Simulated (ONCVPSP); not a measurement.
Building the ONCV potential for Br (Z = 35) (PBEsol, fully relativistic).

```
Element                 : bromine
Generator               : ONCVPSP 4.0.1
Type                    : optimised norm-conserving Vanderbilt (ONCV)
Functional              : PBEsol
Relativity              : fully relativistic
Frozen core             : [Ar] 3d10
Valence charge          : 7
Reference configuration : 4s2 4p4 (charge +1)
Partial waves           : 4s: rc 1.30 bohr, ncon 5, nbas 8, qcut 6.2 1/bohr, 2 projectors, debl 3.5 Ha; 4p: rc 1.80 bohr, ncon 4, nbas 7, qcut 3.6 1/bohr, 2 projectors, debl 2.9 Ha; d scattering state at 0.23 Ha: rc 1.55 bohr, ncon 4, nbas 7, qcut 6.8 1/bohr, 1 projector
Local potential         : polynomial inside 0.80 bohr (lpopt 5, dvloc0 6 Ha)
Core correction         : Teter function, fcfact 4.5, rcfact 1.55
```

Open shells are filled in proportion to 2j + 1.

**Question.** Does the generator finish with these settings?

**Answer.** Yes, a potential is produced and its reference levels are reproduced.

**Question.** Estimate the cutoffs (Ha) at which the residual kinetic energy of the hardest occupied pseudo-wave falls to 1 and 0.1 mHa per electron.

**Answer.** 80 Ha and 99 Ha.

**Question.** What does a ghost test show?

**Answer.** Ghosts flagged at negative energy: s at -101.1 eV (a further GHOST(-) flag falls on a real empty level of the atom); GHOST(+) flagged for p3/2 at 165.3 eV. A true bound ghost makes a file unfit for plane-wave use.

**Question.** Which valence shell sets the plane-wave cutoff?

**Answer.** 4s: 80 Ha for 1 mHa per electron, against 18 Ha for 4p.

**Question.** Tests: 4s2 4p5; 4s2 4p3; 4s2 4p2; 4s1 4p5. Which has the largest error in its energy relative to the reference configuration, and how large is it?

**Answer.** 4s2 4p2, with -100 meV (all-electron minus pseudo) on +56.79 eV.
